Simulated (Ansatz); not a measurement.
Ga₁₃Sb₁₁F₆. The state is a singlet with charge 0. Geometry PBE-D4/def2-SVP; atoms count from 1.

```xyz
30

Sb   -0.5793   -1.9906   -4.1128
Sb   -0.8856    0.8683   -3.9867
Sb   -4.1848    1.7828    3.2270
Sb   -2.2763    3.7954   -1.0023
Sb   -1.8858   -0.7787    0.1443
Sb    1.4846   -2.3768    2.5359
Sb    2.1487   -0.2759   -0.9664
Sb    0.8624    2.1529    2.5331
Sb    3.2713   -4.2210   -1.9750
Sb    6.2332   -1.3513    0.8707
Sb    2.2040    3.7549   -1.2008
Ga   -1.5057   -2.6642   -1.6728
Ga   -4.1403   -0.1491    1.3883
Ga    1.7353   -3.1356    0.0170
Ga   -1.8917    1.2242   -1.5625
Ga    1.6484   -2.2139   -2.7319
Ga    1.0448    1.7841   -2.3713
Ga   -3.8470    2.7497    0.8107
Ga   -1.6557    2.6074    2.9798
Ga    0.0757    3.2952    0.2481
Ga    0.4781   -0.1673    1.2594
Ga    3.7867   -1.2026    1.8877
Ga    4.5111    1.5013    0.1340
Ga    4.5149   -2.1986   -0.8082
F    -2.6891   -3.9984   -1.7017
F    -5.4133   -1.3909    1.3663
F    -0.0454   -3.6214   -0.6599
F    -4.7248    1.1678   -0.0415
F    -1.8928    4.3876    3.1911
F     3.6180    0.6647    2.2005
```

In the def2 sets Sb takes a core potential; there is no spin–orbit coupling. Single mean-field runs in def2-SVP are fitted with def2-universal-jkfit. The restricted singlet is unstable towards broken spin symmetry in Hartree–Fock (as tested in another run); at PBE0-D4/def2-SVP this wasn't settled.

(1) Estimate the Mulliken populations from the PBE0/def2-SVP orbitals of Ansatz.

(2) And the Mayer bond orders between bonded heavy atoms (over 0.3, the first 40 of 41)?

## Answers

(1) 
```tsv
atom	charge (e)
Sb1	-0.06
Sb2	0.06
Sb3	-0.08
Sb4	0.03
Sb5	-0.26
Sb6	0.01
Sb7	-0.55
Sb8	0.07
Sb9	0.04
Sb10	-0.12
Sb11	-0.07
Ga12	0.70
Ga13	0.66
Ga14	0.30
Ga15	-0.05
Ga16	0.16
Ga17	0.07
Ga18	0.34
Ga19	0.44
Ga20	-0.08
Ga21	-0.10
Ga22	0.39
Ga23	0.39
Ga24	0.08
F25	-0.39
F26	-0.39
F27	-0.40
F28	-0.39
F29	-0.40
F30	-0.41
```
Mulliken values and Mayer orders depend strongly on the basis.

(2) Sb1–Sb2 0.95 (2.88 Å); Sb1–Ga12 0.78 (2.70 Å); Sb1–Ga16 0.92 (2.63 Å); Sb2–Ga15 0.88 (2.65 Å); Sb2–Ga17 0.80 (2.68 Å); Sb3–Ga13 0.81 (2.67 Å); Sb3–Ga18 0.94 (2.62 Å); Sb3–Ga19 0.75 (2.67 Å); Sb4–Ga15 0.90 (2.66 Å); Sb4–Ga18 0.88 (2.62 Å); Sb4–Ga20 0.75 (2.71 Å); Sb5–Ga12 0.62 (2.65 Å); Sb5–Ga13 0.61 (2.65 Å); Sb5–Ga15 0.83 (2.63 Å); Sb5–Ga21 0.75 (2.68 Å); Sb6–Ga14 0.85 (2.64 Å); Sb6–Ga21 0.82 (2.74 Å); Sb6–Ga22 0.84 (2.66 Å); Sb7–Ga14 0.34 (3.05 Å); Sb7–Ga16 0.65 (2.67 Å); Sb7–Ga17 0.58 (2.73 Å); Sb7–Ga21 0.55 (2.79 Å); Sb7–Ga24 0.33 (3.05 Å); Sb8–Ga19 0.83 (2.60 Å); Sb8–Ga20 0.85 (2.67 Å); Sb8–Ga21 0.90 (2.67 Å); Sb9–Ga14 0.71 (2.74 Å); Sb9–Ga16 0.86 (2.69 Å); Sb9–Ga24 0.86 (2.65 Å); Sb10–Ga22 0.86 (2.65 Å); Sb10–Ga24 1.16 (2.55 Å); Sb11–Ga17 1.12 (2.57 Å); Sb11–Ga20 1.03 (2.62 Å); Ga12–F25 1.02 (1.78 Å); Ga12–F27 0.37 (2.02 Å); Ga13–F26 1.01 (1.78 Å); Ga13–F28 0.42 (2.03 Å); Ga14–F27 0.51 (1.97 Å); Ga18–F28 0.46 (2.00 Å); Ga19–F29 0.94 (1.81 Å). Values over 0.3 also appear between atoms too far apart for a bond (Sb10–Ga23 0.34 at 3.41 Å); they arise where an orbital or an unpaired electron spreads over both atoms.
